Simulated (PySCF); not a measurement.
# Electron correlation in Ar (argon, neutral)

[Ar], closed-shell 1S. All numbers are calculated (PySCF 2.14, no relativity, point nucleus, in aug-cc-pwCVTZ (8s7p5d3f, 75 functions)). Frozen: 1s2; 16 electrons correlated.

| level | correlation energy (mhartree) |
| --- | --- |
| CCSD | -510.77 |
| (T) | -10.32 |
| CCSD(T) | -521.09 |

Diagnostics: T1 = 0.0025, D1 = 0.0051, largest double amplitude 0.027.

Cost of the coupled-cluster step: of the order of 13 core-seconds, for 16 correlated electrons.
